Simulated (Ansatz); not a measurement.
System: C₄H₁₀O₂, net charge 0, singlet state. 
Structure (B3LYP-D3(BJ)/def2-TZVP (Ansatz, a quantum-chemistry and plane-wave program) minimum search):
```
C
O 1 1.3907
H 1 1.1054 2 109.84
C 2 1.4187 1 114.21 3 52.26
H 4 1.0882 2 106.73 1 -175.56
H 4 1.0916 5 109.64 2 120.73
H 4 1.0972 5 109.14 6 119.44
O 1 1.4213 3 107.79 2 117.95
C 8 1.4111 1 114.54 3 36.90
H 9 1.0887 8 107.04 1 -174.55
H 9 1.0963 10 108.59 8 121.38
H 9 1.0975 10 108.98 11 118.00
C 1 1.5138 3 111.08 2 -119.26
H 13 1.0899 1 109.13 3 178.84
H 13 1.0900 14 109.16 1 120.59
H 13 1.0903 14 109.02 15 118.52
```
Charge 0, spin multiplicity 1.

Total electronic energies in hartree. Valence correlation only, unless marked. Spin-orbit coupling is left out. Non-relativistic. CBS(X,Y): correlation extrapolated as X^-3; Hartree-Fock from the larger set. The bracket is a focal-point correction in the basis named.

```
level                                                     program  energy (Eh)
-------------------------------------------------  --------------  -----------
HF/STO-3G                                                  Ansatz   -303.13190
HF/aug-cc-pVDZ                                             Ansatz   -307.03384
HF/aug-cc-pVQZ                                             Ansatz   -307.13187
RI-HF/cc-pVTZ                                              Ansatz   -307.10884
RI-HF/aug-cc-pVQZ                                          Ansatz   -307.13172
SVWN5/def2-TZVPD                                           Ansatz   -306.43189
BLYP-D4/def2-TZVPD                                 Ansatz + dftd4   -308.89696
BLYP/def2-TZVPD                                            Ansatz   -308.87362
revPBE/def2-TZVPD                                          Ansatz   -308.88990
PBE0/STO-3G                                                Ansatz            …
PBE0/def2-SVP                                              Ansatz   -308.28486
PBE0-D4/def2-TZVP                                  Ansatz + dftd4   -308.64232
BHLYP-D3(BJ)/def2-TZVPD                            Ansatz + dftd3   -308.82746
MP2/6-31G                                                  Ansatz   -307.45465
MP2/cc-pVQZ                                                Ansatz   -308.38938
RI-MP2/CBS(cc-pVTZ,cc-pVQZ)                                Ansatz    -308.4484
CCSD/aug-cc-pVDZ                                           Ansatz   -308.09074
CCSD/aug-cc-pVTZ                                           Ansatz   -308.35841
CCSD/CBS(cc-pVTZ,cc-pVQZ)                                  Ansatz    -308.4754
CCSD(T)/STO-3G                                             Ansatz   -303.49642
CCSD(T)/aug-cc-pVTZ                                        Ansatz   -308.40801
RI-MP2/CBS(cc-pVTZ,cc-pVQZ)+[CCSD(T)-MP2]/cc-pVTZ          Ansatz    -308.5438
CCSD(T)/CBS(cc-pVTZ,cc-pVQZ)                               Ansatz    -308.5313
```

Task: What belongs in the gaps?

Result: 
- PBE0/STO-3G, energy (Eh): -304.58115
